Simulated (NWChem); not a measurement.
System: sulfuric acid (H2SO4); SMILES O=S(=O)(O)O

```xyz
7

O      0.8222    -0.9346     0.8542
S      0.0000     0.0000    -0.1635
O     -0.9833    -0.8088    -0.8298
O      0.9833     0.8088    -0.8298
O     -0.8222     0.9346     0.8542
H      0.2538    -1.6773     1.1126
H     -0.2538     1.6773     1.1126
```
Atoms are numbered in this order, from 1.

Results from NWChem. Geometry: optimised at PBE0/def2-SVP. B3LYP is NWChem's, with the RPA form of VWN correlation. Ions are spin-unrestricted doublets at the neutral geometry; other ion states weren't tried.

```csv
level,"vertical ionisation energy, ΔSCF (eV)",−ε(HOMO) (eV),ΔSCF minus −ε(HOMO) (eV)
B3LYP/aug-cc-pVDZ,12.09,9.41,2.68
PBE/aug-cc-pVDZ,11.54,7.99,3.55
r2SCAN/aug-cc-pVDZ,11.82,8.37,3.45
"LDA (Slater exchange, VWN5)/aug-cc-pVDZ",11.80,8.20,3.60
```
